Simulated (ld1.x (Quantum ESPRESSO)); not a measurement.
**An all-electron radial function and its pseudo partner (Si (Z = 14))**

Columns: radius, all-electron u(r) and pseudo u(r) of the 2s shell (level -139.26 eV) of silicon in the configuration [He] 2s2 2p6 3s1.75 3p2.25; PBE, non-relativistic, TM scheme, ld1.x (Quantum ESPRESSO) 7.5.

```
r (bohr)  all-electron   pseudo
   0.038        0.5812  -0.1532
   0.075        0.5979  -0.3009
   0.113        0.3556  -0.4494
   0.150        0.0270  -0.5896
   0.188       -0.3179  -0.7272
   0.225       -0.6196  -0.8533
   0.263       -0.8762  -0.9727
   0.300       -1.0699  -1.0767
   0.338       -1.2136  -1.1683
   0.375       -1.3056  -1.2400
   0.413       -1.3586  -1.2932
   0.450       -1.3769  -1.3232
   0.488       -1.3686  -1.3312
   0.525       -1.3402  -1.3175
   0.563       -1.2955  -1.2842
   0.600       -1.2410  -1.2364
   0.638       -1.1774  -1.1762
   0.675       -1.1110  -1.1108
   0.713       -1.0404  -1.0404
   0.750       -0.9711  -0.9711
   0.788       -0.9006  -0.9006
   0.825       -0.8338  -0.8338
   0.863       -0.7677  -0.7677
   0.900       -0.7063  -0.7063
   0.938       -0.6466  -0.6466
   0.975       -0.5919  -0.5919
```

How many radial nodes do the two functions have?

The all-electron 2s function has n − l − 1 = 1; the pseudo-wave has 0, since the states of the same l below it are removed with the core.

At about which radius was the pseudo-wave matched?

0.75 bohr. The columns agree to 0.0005 from 0.68 bohr on; several derivatives are matched, so the curves merge somewhat inside the radius.

Where does each function peak?

Outermost all-electron maximum near 0.45 bohr, pseudo maximum near 0.49 bohr (to the table’s step).

Is the pseudo-wave norm-conserving?

Yes: the TM scheme keeps the norm inside the radius equal to the all-electron one, which fixes the energy derivative of the logarithmic derivative at the level.
